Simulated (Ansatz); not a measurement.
```xyz
6

N    -2.060    1.469    0.342
C    -1.133    0.801    0.216
Ge    0.404   -0.297   -0.028
F     0.785   -0.962    1.500
Cl    2.032    0.859   -0.678
Cl   -0.027   -1.870   -1.352
```

Total charge 0; spin multiplicity 1.

(1) List the PBE/def2-TZVPP orbital energies in eV (Ansatz). (Best estimate.)

## Answers

(1) Ansatz gave: Occupied: -10807.78, -2740.24, -2740.24, -1340.96, -1194.39, -1194.38, -1194.38, -660.66, -381.64, -270.69, -250.80, -250.80, -191.52, -191.52, -191.31, -191.31, -191.31, -191.31, -165.69, -117.15, -117.13, -117.11, -33.32, -32.99, -32.96, -32.90, -32.89, -29.66, -23.48, -22.01, -21.38, -15.90, -12.84, -11.91, -11.64, -10.52, -10.28, -9.64, -9.53, -9.47, -9.22, -8.96, -8.92, -8.77. Lowest empty: -2.85, -2.46, -2.37, 0.20, 0.75, 1.30, 1.72, 2.55.
